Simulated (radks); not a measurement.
Initial-state core-level shifts of the chlorine ion Cl2+ when its valence configuration changes from [Ne] 3s2 3p3. All-electron calculation, scalar-relativistic Kohn-Sham, BLYP, spin-unpolarised, spherical densities, finite nucleus; Fermi nuclear charge, rms radius 3.3654 fm. Program: a radial shooting solver on a logarithmic mesh with Libxc functionals. Shifts are changes of the shell-averaged eigenvalues in eV (positive: less bound); the change of the density at the nucleus, which sets a Mossbauer isomer shift, is in e/bohr^3, on a base of 3611.

| valence | 1s | 2s | 2p | density at nucleus |
|---|---|---|---|---|
| 3s1 3p4 | -1.163 | -1.191 | -1.165 | -15.1844 |
| 3p5 | -2.275 | -2.340 | -2.287 | -30.6961 |
| 3s1.5 3p3.5 | -0.588 | -0.601 | -0.588 | -7.5498 |
| 3s0.5 3p4.5 | -1.725 | -1.771 | -1.731 | -22.9007 |
